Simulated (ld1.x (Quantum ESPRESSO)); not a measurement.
## Al (Z = 13), ultrasoft: configuration errors across variants

ld1.x (Quantum ESPRESSO) 7.5 input, shortened:

```
&input
   title='Al', zed=13., rel=1, dft='PBE', iswitch=3,
   config='[Ne] 3s2 3p1'
 /
 &inputp
   pseudotype=3, tm=.true., lloc=-1, rcloc=1.80,
   nlcc=.false.,
   which_augfun='PSQ', rmatch_augfun_nc=.true.
 /
4
3S  1  0   2.00   0.00  1.80  2.45  0.0
3S  1  0   0.00   2.50  1.80  2.45  0.0
3P  2  1   1.00   0.00  1.80  2.20  0.0
3P  2  1   0.00   0.55  1.80  2.20  0.0
 &test
   configts(1)='3s2 3p1'
 /
```

All-electron excitation energies from the reference (eV): (1) 3s2 3p0 5.761; (2) 3s1 3p0 24.987; (3) 3s2 3p0.5 2.086; (4) 3s1 3p1 11.571; (5) 3s1 3p2 5.139; (6) 3s2 3p1.3 -0.575; (7) 3s0 3p3 10.451.

3 further variants failed, have other tests or another functional or relativity, and are left out.

Errors AE − PS in meV (a dash: test not solved or not reliable):

```csv
change,(1),(2),(3),(4),(5),(6),(7),bound ghosts
base,-2.6,+34,-0.6,+21,+20,-0.1,+61,none
type TM; waves now 3p (bound): rc 2.20 bohr; 3s (bound): rc 2.45 bohr; local potential the s channel,-0.9,+22,0.0,+10,+5.7,+0.1,+33,none
"waves 3s (bound): rcut 1.72, rcutus 1.82 bohr; 3s channel at 2.5 Ry: rcut 1.72, rcutus 1.82 bohr",-3.4,+5.8,-0.6,+5.6,+6.7,0.0,+36,none
local potential all-electron potential smoothed inside 2.20 bohr (lloc = -1),-2.6,+34,-0.6,+21,+20,-0.1,+61,none
"augmentation PSQ, radius 1.75 bohr",-2.5,+9.4,-0.4,+8.5,+11,0.0,+55,none
"waves 3p (bound): rcut 1.80, rcutus 3.02 bohr; 3p channel at 0.55 Ry: rcut 1.80, rcutus 3.02 bohr",+8.2,+50,+1.8,+16,+8.7,–,–,none
local potential all-electron potential smoothed inside 1.98 bohr (lloc = -1),-2.6,+34,-0.6,+21,+20,-0.1,+61,none
core correction a·sin(br)/r model core inside 1.58 bohr,+0.4,+20,0.0,+3.7,+2.6,0.0,+10,none
```

**Question.** Give the same row for: wave 3s channel at 2.5 Ry: rcut 1.80, rcutus 2.45 bohr becomes 3s channel at 0.44 Ry: rcut 1.80, rcutus 2.45 bohr.

**Answer.** -0.7, +11, -0.1, +7.9, +12, 0.0, +61; bound ghosts: none.
